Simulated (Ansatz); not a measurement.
Ideal-gas functions of `OC(Cl)[O][SbH2]` at 298.15 K and 1 bar, from an Ansatz frequency run at PBE0-D4/def2-TZVP.

Molar mass 205.25 g/mol, point group C1 (symmetry number 1), electronic degeneracy 1, moments of inertia 64.376, 643.392, 691.089 u Å². Harmonic wavenumbers (cm⁻¹, unscaled): 51, 113, 130, 232, 347, 454, 587, 617, 652, 679, 768, 834, 1064, 1158, 1245, 1328, 1417, 1938, 1957, 3079, 3805.

Use S(trans) = R[1.5 ln M + 2.5 ln T − 1.1517]; rotational temperatures θ = 24.2544 K / I; S(rot) = R[ln(√π/σ · √(T³/θAθBθC)) + 1.5]; for each mode x = 1.438777 ν̃/T, S = R[x/(eˣ − 1) − ln(1 − e⁻ˣ)] and H = RT x/(eˣ − 1); 1 cm⁻¹ = 0.0119627 kJ/mol; R = 8.31446 J/(mol·K).

Task: By hand: the entropy, in J/(mol·K).

Result: Translation 175.3. Rotation: θ = 0.3768, 0.0377, 0.0351 K, giving 119.9. Vibration, mode by mode: 19.99, 13.46, 12.33, 7.80, 4.94, 3.28, 1.98, 1.76, 1.54, 1.39, 0.98, 0.76, 0.30, 0.21, 0.14, 0.10, 0.07, 0.01, 0.01, 0.00, 0.00, in all 71.0. Electronic 0.0. Sum 366.2 J/(mol·K).

Task: By hand: H − E and G − E in kJ/mol, counted from the electronic energy.

Result: Zero-point energy ½ × 22455 × 0.0119627 = 134.3; thermal vibration 10.9; translation, rotation and pV give 4 RT = 9.9. H − E = 155.1 kJ/mol, and G − E = 155.1 − 298.15 × 366.2/1000 = 45.9 kJ/mol.

Vibration gives 19 % of the entropy, 45.8 J/(mol·K) of it from the modes under 150 cm⁻¹: soft modes count most, and the harmonic formula is weakest for them. The sum counts one conformer and one mirror image; others add a mixing term.
